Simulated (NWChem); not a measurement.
SiH₂Br₂; SMILES Br[SiH2]Br

All runs: NWChem. Medium grid unless said otherwise, to which SCAN and Minnesota functionals are sensitive. The geometry was optimised at PBE0/def2-SVP.

Problem. Order these by “dipole (D)”, lowest first: Hartree-Fock/def2-TZVPD; TPSS/def2-TZVPD; M06-2X/def2-TZVPD; B3LYP/def2-TZVPD; CAM-B3LYP/def2-TZVPD.

Solution. TPSS/def2-TZVPD (1.03), B3LYP/def2-TZVPD (1.09), CAM-B3LYP/def2-TZVPD (1.17), M06-2X/def2-TZVPD (1.22), Hartree-Fock/def2-TZVPD (1.32)
